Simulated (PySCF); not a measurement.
HI2Si, SMILES I[SiH]I, multiplicity 2.

Geometry optimised at PBE0-D3(BJ)/def2-SVP. The isomer is the one that the SMILES or the coordinates give; other isomers of the formula were not compared. The def2 effective core potentials stand for the cores of I; spin–orbit coupling is left out.

These are PBE0-D3(BJ)/def2-SVP in PySCF values and carry that method's errors.

Frequencies are harmonic and unscaled.

```tsv
mode	ν (cm⁻¹)	IR (km/mol)	moving atoms (share of kinetic energy)
1	81	0.1	I 88 %, Si 12 %
2	322	12.5	Si 76 %, I 22 %
3	401	95.2	Si 81 %, I 14 %
4	556	7.7	H 89 %, Si 10 %
5	697	109.3	H 95 %
6	2182	68.4	H 96 %
```
